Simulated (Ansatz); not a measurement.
Consider the redistribution: `[Cl][Cd][Cl]` + `C=C[SiH](Br)C=C` → `[Cl][Cd][Br]` + `C=C[SiH](Cl)C=C`.

Calculated with Ansatz (gas phase, PBE0-D4/def2-TZVP geometries, no zero-point term in ΔE). CBS: MP2 limit from def2 TZ/QZ plus the TZ coupled-cluster correction, frozen cores. DFT in def2-TZVPP. B3LYP here is the variant with VWN-RPA as its local correlation; programs differ in this. def2 core potentials past Kr. For Br, Cd outer-core shells are correlated without core-valence functions, which leaves a few kJ/mol of doubt a bond. Scalar relativity is left out up to krypton. One conformer a species, not always the lowest.

(1) Is it downhill or uphill in electronic energy at CCSD(T)/CBS, and by how much? (An estimate is asked.)

(2) What do these levels give: PBE-D4, r2SCAN-D4, B3LYP-D4, ωB97X-V, PBE, HF/def2-TZVPP, MP2/def2-TZVPP, SCS-MP2/def2-TZVPP, HF/def2-QZVPP, SCS-MP2/def2-QZVPP, HF/CBS(def2), MP2/CBS(def2)? (Best estimate.)

Largest T1 diagnostic among the species: 0.013.

## Answers

(1) Computed: Downhill: ΔE = -24.5 kJ/mol.

(2) The calculation gave: PBE-D4 -24.0, r2SCAN-D4 -25.9, B3LYP-D4 -27.1, ωB97X-V -26.8, PBE -24.5, HF/def2-TZVPP -33.3, MP2/def2-TZVPP -24.9, SCS-MP2/def2-TZVPP -25.9, HF/def2-QZVPP -32.6, SCS-MP2/def2-QZVPP -25.0, HF/CBS(def2) -32.5, MP2/CBS(def2) -23.8 kJ/mol.

In def2-TZVPP, CCSD(T) changes the Hartree–Fock value by +7.8 kJ/mol (the triples alone add +0.9 kJ/mol) and MP2 by +8.5 kJ/mol.
